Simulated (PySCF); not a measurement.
C₃H, SMILES [C][C][CH-] (connectivity only; charge and spin as stated), charge -1, multiplicity 1.

Coordinates come from a PBE-D3(BJ)/def2-TZVPD optimisation.

Method: PBE-D3(BJ)/def2-TZVPD (PySCF).

Harmonic, unscaled wavenumbers; measured fundamentals usually lie a few per cent lower.

Question: List the normal modes with their intensities. (The exact figures need the calculation; the answer reports its results.)

Answer: 
```tsv
mode	ν (cm⁻¹)	IR (km/mol)	moving atoms (share of kinetic energy)
1	277	30.1	C 96 %
2	411	12.2	C 85 %, H 15 %
3	996	40.2	H 76 %, C 24 %
4	1113	4.8	C 99 %
5	1824	30.3	C 99 %
6	2768	230.5	H 92 %
```
